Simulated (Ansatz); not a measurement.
Two members of one family (Series SivinylX3), computed with Ansatz in the gas phase. Binding counts from free atoms in the multiplicity of their measured ground term, without zero-point energy. A dash marks a value that wasn't run or was left out as unsound. The structures are stationary points that may keep the symmetry of their start. Remarks come from the PBE and PBE0 runs and from stability tests at other levels; not every state was tested. HOMO above LUMO (over both spins in singlets and doublets, within one spin in higher multiplets; at PBE or PBE0), or a gap under 0.15 eV within one spin, warns that the state may not be the lowest or that an electron is smeared out.

First: Si(vinyl)(NCO)3 (singlet, charge 0, PBE-D4/def2-SVP geometry).

```
atom    x (Å)    y (Å)    z (Å)
 Si1   0.2154  -0.0596   0.1880
  C2   0.1186  -0.0634  -1.6600
  C3  -1.0014   0.2486  -2.3412
  H4   1.0312  -0.3343  -2.2216
  H5  -1.9357   0.5247  -1.8225
  H6  -1.0369   0.2431  -3.4443
  N7   1.3870   1.0678   0.7466
  C8   2.1991   1.9115   1.0519
  O9   2.9942   2.7287   1.3562
 N10   0.6758  -1.6023   0.7889
 C11   0.9599  -2.7032   1.2032
 O12   1.2425  -3.7764   1.6041
 N13  -1.3160   0.3608   0.8488
 C14  -2.2861   0.6046   1.5322
 O15  -3.2478   0.8492   2.1698
```

```tsv
level	HOMO (eV)	LUMO (eV)	gap (eV)	vertical IE (eV)	vertical triplet (eV)	binding per atom (eV)
PBE-D4/def2-SVP	-7.20	-2.16	5.04	–	–	5.60
PBE-D4/def2-TZVP	-7.37	-2.39	4.98	9.66	4.12	5.53
r2SCAN-D4/def2-TZVP	-7.62	-2.19	5.43	–	3.85	5.27
B3LYP-D4/6-31G	-8.22	-1.32	6.89	–	–	4.77
PBE0-D4/def2-TZVP	-8.59	-1.42	7.17	10.25	3.97	5.29
```

Remarks: gap within one spin near zero at PBE or PBE0 (+1 doublet).

Second: Si(vinyl)(OMe)3 (singlet, charge 0, PBE-D4/def2-SVP geometry).

```
atom    x (Å)    y (Å)    z (Å)
 Si1   0.2248   0.0224   0.0500
  C2   1.2612   0.2402  -1.4788
  C3   1.8393  -0.7884  -2.1343
  H4   1.4064   1.2644  -1.8717
  H5   1.7206  -1.8252  -1.7774
  H6   2.4520  -0.6397  -3.0407
  O7   0.1770  -1.6163   0.3400
  C8  -0.3555  -2.1935   1.5200
  H9   0.0781  -1.7313   2.4346
 H10  -0.1150  -3.2765   1.5239
 H11  -1.4623  -2.0834   1.5698
 O12  -1.2927   0.7109  -0.1496
 C13  -2.1478   0.4521  -1.2457
 H14  -1.6347   0.5880  -2.2259
 H15  -3.0032   1.1576  -1.2049
 H16  -2.5540  -0.5845  -1.2198
 O17   0.8289   0.7482   1.4225
 C18   0.6712   2.1072   1.7865
 H19   1.4120   2.7581   1.2689
 H20   0.8416   2.2054   2.8793
 H21  -0.3479   2.4843   1.5534
```

Question: What does the change do? Estimate second minus first.

Answer: 
| level | Δ HOMO (eV) | Δ LUMO (eV) | Δ gap (eV) | Δ vertical IE (eV) | Δ vertical triplet (eV) | Δ binding per atom (eV) |
| --- | --- | --- | --- | --- | --- | --- |
| PBE-D4/def2-SVP | 1.03 | 0.80 | -0.22 | – | – | -1.27 |
| PBE-D4/def2-TZVP | 1.01 | 0.83 | -0.18 | -0.82 | 0.00 | -1.23 |
| r2SCAN-D4/def2-TZVP | 0.96 | 0.84 | -0.12 | – | 0.00 | -1.05 |
| B3LYP-D4/6-31G | 0.89 | 0.90 | 0.00 | – | – | -0.78 |
| PBE0-D4/def2-TZVP | 0.82 | 0.88 | 0.06 | -0.77 | 0.00 | -1.07 |
